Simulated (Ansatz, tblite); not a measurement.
Forces on the cluster Ag7Se⁺ at its PBE0-D4/def2-SVP geometry. Total charge 1; singlet.

In the def2 sets Ag takes a core potential; there is no spin–orbit coupling. The xTB rows come from tblite. No other spin state of charge 1 was run. Another isomer (singlet) lies 0.29 eV lower at PBE0-D4/def2-TZVP; other spin states weren't run for this one.

GFN1-xTB (tblite), largest force 0.52 eV/Å:

```xyz
8
positions Å, forces eV/Å
Ag    1.119    2.479    0.099   -0.016   -0.153    0.026
Ag   -0.643    0.656   -1.140   -0.016   -0.046   -0.478
Ag   -0.708   -2.216   -0.747    0.274    0.130    0.113
Ag    2.203    0.116   -1.045   -0.167   -0.227    0.158
Ag    0.363   -0.300    1.204    0.099   -0.116    0.068
Ag   -1.418    1.925    1.185   -0.008    0.036    0.193
Ag   -2.623   -0.521    0.492    0.156   -0.017    0.007
Se    1.707   -2.139   -0.048   -0.324    0.393   -0.087
```

PBE-D4/def2-TZVP (Ansatz), largest force 0.17 eV/Å:

```
Ag -0.064 -0.136 -0.005
Ag 0.033 -0.042 0.007
Ag 0.043 0.162 0.048
Ag -0.159 -0.002 0.068
Ag -0.039 0.043 -0.037
Ag 0.048 -0.064 -0.031
Ag 0.145 0.032 -0.027
Se -0.007 0.007 -0.022
```
